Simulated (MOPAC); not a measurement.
MOPAC input (PM7):

```
PM7 1SCF UHF MS=0.5 GEO-OK AUX(PRECISION=9) THREADS=1
C2H8GeN

C     1.61618500 1   -0.90420600 1    0.34992800 1
Ge    0.04843500 1    0.11138800 1   -0.32604400 1
C    -1.59926400 1   -0.98504300 1   -0.15535900 1
N    -0.18030300 1    1.49484800 1    0.90823300 1
H     1.40030400 1   -1.24467200 1    1.36472300 1
H     2.50602200 1   -0.27567300 1    0.36644200 1
H     1.80941200 1   -1.76726600 1   -0.28631900 1
H    -1.54559800 1   -1.85161100 1   -0.81353700 1
H    -1.68841100 1   -1.32232300 1    0.87935100 1
H    -2.48102600 1   -0.40104800 1   -0.41724000 1
H    -1.00701000 1    2.06444800 1    0.77987300 1
H     0.61697600 1    2.10527500 1    1.03507200 1
```

Output:

```
 *******************************************************************************
 **                                                                           **
 **                              MOPAC v23.2.5                                **
 **                                                                           **
 *******************************************************************************
 ** MOPAC's Digital Object Identifier: https://doi.org/10.5281/zenodo.6511958 **
 **                                                                           **
 ** Please cite the open-source release paper for use of this MOPAC version:  **
 ** J. E. Moussa and J. J. P. Stewart (2026)                                  **
 ** MOPAC: An open-source semiempirical molecular orbital program             **
 ** J. Open Source Softw., 11(119), 8025, https://doi.org/10.21105/joss.08025 **
 *******************************************************************************

                              PM7 CALCULATION RESULTS

 *******************************************************************************
 *  PM7        - The PM7 Hamiltonian to be used
 *  GEO-OK     - OVERRIDE INTERATOMIC DISTANCE AND OTHER SAFETY CHECKS
 *  UHF        - UNRESTRICTED HARTREE-FOCK CALCULATION
 *  MS=        - IN MECI, MAGNETIC COMPONENT OF SPIN =  0.5
 *  1SCF       - DO 1 SCF AND THEN STOP
 *  AUX        - OUTPUT AUXILIARY INFORMATION
 *******************************************************************************
PM7 1SCF UHF MS=0.5 GEO-OK AUX(PRECISION=9) THREADS=1
 C2H8GeN

   ATOM   CHEMICAL          X               Y               Z
  NUMBER   SYMBOL      (ANGSTROMS)     (ANGSTROMS)     (ANGSTROMS)

     1       C          1.61618500  *  -0.90420600  *   0.34992800  *
     2      Ge          0.04843500  *   0.11138800  *  -0.32604400  *
     3       C         -1.59926400  *  -0.98504300  *  -0.15535900  *
     4       N         -0.18030300  *   1.49484800  *   0.90823300  *
     5       H          1.40030400  *  -1.24467200  *   1.36472300  *
     6       H          2.50602200  *  -0.27567300  *   0.36644200  *
     7       H          1.80941200  *  -1.76726600  *  -0.28631900  *
     8       H         -1.54559800  *  -1.85161100  *  -0.81353700  *
     9       H         -1.68841100  *  -1.32232300  *   0.87935100  *
    10       H         -2.48102600  *  -0.40104800  *  -0.41724000  *
    11       H         -1.00701000  *   2.06444800  *   0.77987300  *
    12       H          0.61697600  *   2.10527500  *   1.03507200  *

          CARTESIAN COORDINATES

    NO.       ATOM           X           Y           Z

     1         C          1.6162     -0.9042      0.3499
     2        Ge          0.0484      0.1114     -0.3260
     3         C         -1.5993     -0.9850     -0.1554
     4         N         -0.1803      1.4948      0.9082
     5         H          1.4003     -1.2447      1.3647
     6         H          2.5060     -0.2757      0.3664
     7         H          1.8094     -1.7673     -0.2863
     8         H         -1.5456     -1.8516     -0.8135
     9         H         -1.6884     -1.3223      0.8794
    10         H         -2.4810     -0.4010     -0.4172
    11         H         -1.0070      2.0644      0.7799
    12         H          0.6170      2.1053      1.0351

 General Reference for PM7:
 "Optimization of Parameters for Semiempirical Methods VI: More Modifications to the
 NDDO Approximations and Re-optimization of Parameters", J. J. P. Stewart, J. Mol. Mod., 1:32, 19 (2013)
 https://link.springer.com/article/10.1007/s00894-012-1667-x

           Empirical Formula: C2 H8 N Ge  =    12 atoms

      MOLECULAR POINT GROUP   :   Cs

          UHF CALCULATION, NO. OF ALPHA ELECTRONS =   13
                           NO. OF BETA  ELECTRONS =   12

 -------------------------------------------------------------------------------
 PM7 1SCF UHF MS=0.5 GEO-OK AUX(PRECISION=9) THREADS=1
 C2H8GeN

     1SCF WAS SPECIFIED, SO BFGS WAS NOT USED
     SCF FIELD WAS ACHIEVED

                              PM7 CALCULATION
                                                       MOPAC v23.2.5 Linux

          FINAL HEAT OF FORMATION =         13.28630 KCAL/MOL =      55.58987 KJ/MOL

          COSMO AREA              =        126.29 SQUARE ANGSTROMS
          COSMO VOLUME            =        117.87 CUBIC ANGSTROMS

          IONIZATION POTENTIAL    =          7.993144 EV
          ALPHA SOMO LUMO (EV)    =         -7.993 -0.321
          BETA  SOMO LUMO (EV)    =         -9.481 -1.478
          NO. OF ALPHA ELECTRONS  =         13
          NO. OF BETA  ELECTRONS  =         12
          MOLECULAR WEIGHT        =        118.6819         POINT GROUP:  Cs

          MOLECULAR DIMENSIONS (Angstroms)

            Atom       Atom       Distance
            H    10    H     6     5.04980
            H    11    H     7     4.17091
            H     5   Ge     2     1.86260

          SCF CALCULATIONS        =          1

   ATOM   CHEMICAL          X               Y               Z
  NUMBER   SYMBOL      (ANGSTROMS)     (ANGSTROMS)     (ANGSTROMS)

     1       C          1.61618500  *  -0.90420600  *   0.34992800  *
     2      Ge          0.04843500  *   0.11138800  *  -0.32604400  *
     3       C         -1.59926400  *  -0.98504300  *  -0.15535900  *
     4       N         -0.18030300  *   1.49484800  *   0.90823300  *
     5       H          1.40030400  *  -1.24467200  *   1.36472300  *
     6       H          2.50602200  *  -0.27567300  *   0.36644200  *
     7       H          1.80941200  *  -1.76726600  *  -0.28631900  *
     8       H         -1.54559800  *  -1.85161100  *  -0.81353700  *
     9       H         -1.68841100  *  -1.32232300  *   0.87935100  *
    10       H         -2.48102600  *  -0.40104800  *  -0.41724000  *
    11       H         -1.00701000  *   2.06444800  *   0.77987300  *
    12       H          0.61697600  *   2.10527500  *   1.03507200  *

                             CARTESIAN COORDINATES

   1    C        1.616185000    -0.904206000     0.349928000
   2   Ge        0.048435000     0.111388000    -0.326044000
   3    C       -1.599264000    -0.985043000    -0.155359000
   4    N       -0.180303000     1.494848000     0.908233000
   5    H        1.400304000    -1.244672000     1.364723000
   6    H        2.506022000    -0.275673000     0.366442000
   7    H        1.809412000    -1.767266000    -0.286319000
   8    H       -1.545598000    -1.851611000    -0.813537000
   9    H       -1.688411000    -1.322323000     0.879351000
  10    H       -2.481026000    -0.401048000    -0.417240000
  11    H       -1.007010000     2.064448000     0.779873000
  12    H        0.616976000     2.105275000     1.035072000

           Empirical Formula: C2 H8 N Ge  =    12 atoms

      MOLECULAR POINT GROUP   :   Cs

          ALPHA EIGENVALUES
 -34.46700 -24.29685 -24.13131 -16.41263 -15.88440 -14.29259 -14.09884 -13.65754
 -13.59844 -12.18468 -10.99931 -10.39258  -7.99314  -0.32142   0.42220   2.08791
   5.58942   5.84541   5.85738   5.89720   5.92132   6.74304   6.98504   7.04077

           BETA EIGENVALUES
 -33.89536 -24.30208 -24.09767 -16.25333 -15.74924 -14.10997 -13.93432 -13.63883
 -13.52937 -11.76665 -10.27427  -9.48064  -1.47784   0.16646   0.63622   1.95480
   5.70023   5.84556   5.85663   5.91829   5.94087   6.83182   6.99210   7.04831

              NET ATOMIC CHARGES AND DIPOLE CONTRIBUTIONS

  ATOM NO.   TYPE          CHARGE      No. of ELECS.   s-Pop       p-Pop
    1          C          -0.504535        4.5045     1.04987     3.45467
    2         Ge           0.160779        3.8392     1.16932     2.66990
    3          C          -0.504536        4.5045     1.04987     3.45467
    4          N          -0.660087        5.6601     1.63046     4.02963
    5          H           0.171940        0.8281     0.82806
    6          H           0.161560        0.8384     0.83844
    7          H           0.161244        0.8388     0.83876
    8          H           0.161244        0.8388     0.83876
    9          H           0.171940        0.8281     0.82806
   10          H           0.161560        0.8384     0.83844
   11          H           0.259446        0.7406     0.74055
   12          H           0.259446        0.7406     0.74055
 DIPOLE           X         Y         Z       TOTAL
 POINT-CHG.     0.068    -0.327    -0.379     0.505
 HYBRID        -0.068     0.722     0.319     0.793
 SUM           -0.001     0.395    -0.060     0.400

          ATOMIC ORBITAL ELECTRON POPULATIONS

     Atom    s        px        py        pz
    1  C   1.04987   1.12814   1.15786   1.16867
    2 Ge   1.16932   0.91350   0.83920   0.91720
    3  C   1.04987   1.11644   1.15338   1.18485
    4  N   1.63046   1.21101   1.33733   1.48128
    5  H   0.82806
    6  H   0.83844
    7  H   0.83876
    8  H   0.83876
    9  H   0.82806
   10  H   0.83844
   11  H   0.74055
   12  H   0.74055

                    (SZ)    =    0.500000
                    (S**2)  =    0.758830

          ATOMIC ORBITAL SPIN POPULATIONS

    Atom   Total    s     px     py     pz
         Atomic
    1  C  0.0049 -0.001 -0.004  0.002  0.008
    2 Ge  0.7135  0.082  0.035  0.030  0.567
    3  C  0.0049 -0.001 -0.001  0.002  0.005
    4  N  0.2831  0.007  0.018  0.023  0.235
    5  H  0.0107  0.011
    6  H -0.0000 -0.000
    7  H -0.0007 -0.001
    8  H -0.0007 -0.001
    9  H  0.0107  0.011
   10  H -0.0000 -0.000
   11  H -0.0132 -0.013
   12  H -0.0132 -0.013

 **********************
 *                    *
 * JOB ENDED NORMALLY *
 *                    *
 **********************

 == MOPAC DONE ==
```

The geometry given is a B3LYP-D3(BJ)/def2-TZVP minimum.
